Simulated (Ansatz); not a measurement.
InSiH4Cl, closed shell: a saddle search.

The input file, in.yaml:

```yaml
crystal:
  periodic: [false, false, false]
  atoms:
    - {symbol: In, position_ang: [-0.491950, -1.276141, 0.185405]}
    - {symbol: Si, position_ang: [0.604837, 0.987875, -0.293914]}
    - {symbol: H, position_ang: [-0.177918, -2.915068, -0.213228]}
    - {symbol: Cl, position_ang: [-2.428051, -1.086082, 1.508733]}
    - {symbol: H, position_ang: [0.661728, 1.214272, -1.763459]}
    - {symbol: H, position_ang: [1.996504, 0.990446, 0.232599]}
    - {symbol: H, position_ang: [-0.165151, 2.084597, 0.343764]}
basis:
  gaussian: {orbitals: def2-SVP}
hamiltonian: {xc: pbe0, dispersion: d4}
saddle:
  max_steps: 30
  mode_guess:
    - [-0.2252, 0.0543, 0.1505]
    - [0.1142, -0.2604, -0.1366]
    - [0.3696, 0.4597, -0.2692]
    - [-0.0616, -0.1859, 0.0813]
    - [-0.2443, 0.1094, 0.0338]
    - [-0.1940, 0.0901, 0.2946]
    - [0.2413, -0.2674, -0.1543]
```

Command:

```bash
ansatz run in.yaml --threads 4 --pin off --events-out ev --progress --plain --max-ram 9574MiB
```

What Ansatz 0.2.0 printed:

```
Functional definition: PBE0
  name "PBE0"
  cite "Adamo & Barone, J. Chem. Phys. 110, 6158 (1999) doi:10.1063/1.478522"
  cite "Perdew, Burke & Ernzerhof, Phys. Rev. Lett. 77, 3865 (1996) doi:10.1103/PhysRevLett.77.3865"
  parent pbe
  parameter a = 0.25
  parameter kappa = 0.804
  parameter beta = 0.06672455060314922
  exchange = (1 - a)*pbe_x(kappa = kappa, mu = beta*pi^2/3) + a*exact_x
  correlation = pbe_c(beta = beta)
926 factors; integrals over basis functions are off by at most 3.7e-4 eV
mean field evaluation 1: about -25625.2580 eV, gradient 1.8e1 eV
mean field evaluation 2: about -25625.0138 eV, gradient 2.1e1 eV
mean field evaluation 4: about -25626.2879 eV, gradient 5.9e-1 eV
mean field evaluation 8: about -25626.2883 eV, gradient 4.5e-3 eV
mean field -25626.28828433 eV, -941.7487243271 hartree, gradient 5.3e-5 eV, S^2 0.000000; 0 other end points of the search recorded, 0 dependent functions left out
the calculation of the forces begins
reference -25626.28831876 eV, -941.7487255923 hartree; 28, 28 occupied and 54, 54 virtual orbitals, 926 factors
these checks for a lower state are left out or cut short: stability, starts, cluster_reference, orbital_swaps, neighbouring_geometries, increment
926 factors; integrals over basis functions are off by at most 3.7e-4 eV
mean field evaluation 16: about -25626.2870 eV, gradient 1.1e-4 eV
mean field -25626.28696183 eV, -941.7486757259 hartree, gradient 2.3e-6 eV, S^2 0.000000; 0 other end points of the search recorded, 0 dependent functions left out
the calculation of the forces begins
reference -25626.28699625 eV, -941.7486769909 hartree; 28, 28 occupied and 54, 54 virtual orbitals, 926 factors
these checks for a lower state are left out or cut short: stability, starts, cluster_reference, orbital_swaps, neighbouring_geometries, increment
926 factors; integrals over basis functions are off by at most 3.6e-4 eV
mean field -25626.28923829 eV, -941.7487593845 hartree, gradient 1.1e-6 eV, S^2 0.000000; 0 other end points of the search recorded, 0 dependent functions left out
the calculation of the forces begins
reference -25626.28927273 eV, -941.7487606500 hartree; 28, 28 occupied and 54, 54 virtual orbitals, 926 factors
these checks for a lower state are left out or cut short: stability, starts, cluster_reference, orbital_swaps, neighbouring_geometries, increment
926 factors; integrals over basis functions are off by at most 3.7e-4 eV
mean field -25626.29137877 eV, -941.7488380456 hartree, gradient 8.1e-7 eV, S^2 0.000000; 0 other end points of the search recorded, 0 dependent functions left out
the calculation of the forces begins
reference -25626.29141321 eV, -941.7488393113 hartree; 28, 28 occupied and 54, 54 virtual orbitals, 926 factors
saddle step   1: F+E_penalty+E_count = -25626.41383165 eV  max|allowed force component| = 2.422e-1 eV/Å  curvature = +3.3864 eV/Å²  mode residual = 3.06e0 eV/Å²  Δτ_max = 0.0000 Å  (1 rotations, 4 force calls, 60 SCF iters)  cluster: 3 rotations left out, max|force component along them| = 1.034e-7 eV/Å
saddle step   2: F+E_penalty+E_count = -25626.41722573 eV  max|allowed force component| = 1.700e-1 eV/Å  curvature = +2.7931 eV/Å²  mode residual = 3.40e0 eV/Å²  Δτ_max = 0.0103 Å  (1 rotations, 4 force calls, 62 SCF iters)  cluster: 3 rotations left out, max|force component along them| = 1.349e-8 eV/Å
saddle step   3: F+E_penalty+E_count = -25626.41847876 eV  max|allowed force component| = 1.195e-1 eV/Å  curvature = +2.3681 eV/Å²  mode residual = 2.31e0 eV/Å²  Δτ_max = 0.0083 Å  (1 rotations, 4 force calls, 58 SCF iters)  cluster: 3 rotations left out, max|force component along them| = 2.454e-8 eV/Å
saddle step   4: F+E_penalty+E_count = -25626.41896710 eV  max|allowed force component| = 8.301e-2 eV/Å  curvature = +2.0252 eV/Å²  mode residual = 2.81e0 eV/Å²  Δτ_max = 0.0076 Å  (1 rotations, 4 force calls, 58 SCF iters)  cluster: 3 rotations left out, max|force component along them| = 4.237e-8 eV/Å
saddle step   5: F+E_penalty+E_count = -25626.41911822 eV  max|allowed force component| = 5.800e-2 eV/Å  curvature = +1.7365 eV/Å²  mode residual = 1.93e0 eV/Å²  Δτ_max = 0.0078 Å  (1 rotations, 4 force calls, 58 SCF iters)  cluster: 3 rotations left out, max|force component along them| = 5.344e-8 eV/Å
WARN: saddle search: on two steps running the search has had no negative curvature along its mode to follow, on a curvature that misses the negative of saddle.curvature_tol by less than its residual: at step 5, +1.736 eV/Å² with a residual of 1.93e0 eV/Å² (extrapolated from the last rotation, not read by a force call). A negative curvature could lie within that residual, and the search be climbing where it has one to follow. Its rotation spent its cap of 1: raise saddle.rotation.max_rotations, or give a saddle.mode_guess nearer the mode
saddle search: the rotation starts from a random direction (saddle.seed = 0)
saddle step   6: F+E_penalty+E_count = -25626.41879640 eV  max|allowed force component| = 4.882e-2 eV/Å  curvature = +0.3033 eV/Å²  mode residual = 8.53e-2 eV/Å²  Δτ_max = 0.0111 Å  (21 rotations, 28 force calls, 362 SCF iters)  cluster: 3 rotations left out, max|force component along them| = 3.539e-8 eV/Å
Error: the saddle search stopped after 6 steps at a force within `saddle.f_tol` where it found no negative curvature, as at a minimum within its constraints. The lowest found is +0.303 eV/Å² (residual 8.53e-2 eV/Å²). Start nearer the saddle, tighten `saddle.f_tol` if a valley's slope lies under it, or retest for a missed unstable mode under another `saddle.seed` or with a `saddle.mode_guess`. From 5 of its steps this search moved with no negative curvature along its mode to follow. A search started from a geometry of this one does not count those moves and, where it converges, warns only of its own. With `saddle.order_check` unset, a search from the last step can check the order less strictly than this one. `saddle.order_check: true` asks for the full check and warns where it cannot tell
F+E_penalty+E_count at the last step = -25626.41879640 eV
to start another search from the last step: its geometry and its mode (saddle.mode_guess, Cartesian), with saddle.order_check: true (the message says why):
  atoms:
    - { symbol: In, position_ang: [-0.50955261, -1.27029856, 0.19701600] }
    - { symbol: Si, position_ang: [0.60962355, 0.98487139, -0.29900057] }
    - { symbol: H, position_ang: [-0.15529080, -2.90043596, -0.23102763] }
    - { symbol: Cl, position_ang: [-2.45848354, -1.10480374, 1.53366824] }
    - { symbol: H, position_ang: [0.66547515, 1.21057260, -1.77729398] }
    - { symbol: H, position_ang: [2.00507299, 0.98566349, 0.24101589] }
    - { symbol: H, position_ang: [-0.15684575, 2.09432977, 0.33552203] }
  mode_guess:
    - [-0.19357815, 0.16586910, 0.14642177]
    - [-0.03348853, 0.06960879, 0.03527554]
    - [0.15544827, 0.31457195, -0.15560596]
    - [-0.21921283, -0.52992362, 0.17102215]
    - [0.03939674, -0.26008350, -0.01320969]
    - [-0.02536518, -0.18248544, 0.02120516]
    - [0.27679968, 0.42244271, -0.20510898]
  order_check: true


[the SCF lines of later steps are left out]
```

The lines “mean field evaluation” count trial sets of orbitals through the whole run, from several starts and some on an approximate energy, so they need not fall steadily or lie above the final value.

Hardware: 4 CPU threads of an Arm Neoverse V2, shared host. Wall time about 31 s.


The run did not converge within its limit. The search was started at a minimum, where no curvature is negative.